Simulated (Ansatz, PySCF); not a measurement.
Species: GaCl (charge 0, singlet). SMILES: [Cl][Ga]
Coordinates optimised at B3LYP-D3(BJ)/def2-TZVP (Ansatz, a first-principles code):
```
Ga
Cl 1 2.2389
```
Charge 0, spin multiplicity 1.

Quantity: atomisation energy (electronic, to ground-state atoms), in kcal/mol. Valence correlation only, unless marked. UHF or UKS for open shells. No spin-orbit coupling. Frozen are the shells of the preceding noble gas and the d and f shells that filled before the atom's block. No relativistic terms. The coupled-cluster limit lacks core correlation, which all-electron functionals hold. Basis-set limits of correlation are two-point, X^-3; Hartree-Fock from the larger set.

```csv
level,program,atomisation energy (kcal/mol)
BLYP-D4/def2-TZVPD,Ansatz + dftd4,?
PW6B95/def2-TZVPD,PySCF,113.7
CAM-B3LYP-D3(BJ)/def2-TZVPD,Ansatz + dftd3,?
LC-wPBE-D4/def2-TZVPD,Ansatz + dftd4,109.7
wB97X/def2-TZVPD,Ansatz,114.1
SCS-MP2/def2-QZVPP,Ansatz,112.6
CCSD/def2-TZVPPD,Ansatz,?
"CCSD(T)/CBS(def2-TZVPPD,def2-QZVPPD)",Ansatz,113.0
```

### Question
Fill in the missing entries.

### Answer

- BLYP-D4/def2-TZVPD, atomisation energy (kcal/mol): 112.0
- CAM-B3LYP-D3(BJ)/def2-TZVPD, atomisation energy (kcal/mol): 110.5
- CCSD/def2-TZVPPD, atomisation energy (kcal/mol): 106.6
